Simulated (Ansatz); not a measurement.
Spectroscopic constants of PtH, multiplicity 2 (lowest of 2S+1 = 2, 4 at CCSD(T)/def2-TZVPP on PBE0 minima; our sources give no spin for the ground state, which may be another). No spin–orbit coupling.

Seven points along R, fitted to fifth degree in 1/R; most abundant isotopes. In def2 and cc sets the state is the lowest found near the PBE0 minimum, followed along R.

Codes used: Ansatz (a program for electronic structure). Values without a source in brackets are computed. In def2 rows elements past Kr take small-core potentials, without spin–orbit coupling.

Energies at r2SCAN/def2-TZVPP:

| R (Å) | E (hartree) |
|---|---|
| 1.412947 | -119.93579987 |
| 1.450929 | -119.93899336 |
| 1.485873 | -119.94053491 |
| 1.525375 | -119.94093116 |
| 1.564877 | -119.94014044 |
| 1.610456 | -119.93802998 |
| 1.663631 | -119.93428954 |

Q: With a reduced mass of 1.0026 u, find the minimum, the force constant and the constants.

A: A fifth-degree polynomial in 1/R puts the minimum at r_e = 1.5177 Å with force constant 344 N/m. Then ω_e = (1/2πc)√(k/μ) = 2412 cm⁻¹ and B_e = h/(8π²cμr_e²) = 7.300 cm⁻¹; the cubic and quartic terms give α_e = 0.20 and ω_e x_e = 40 cm⁻¹.
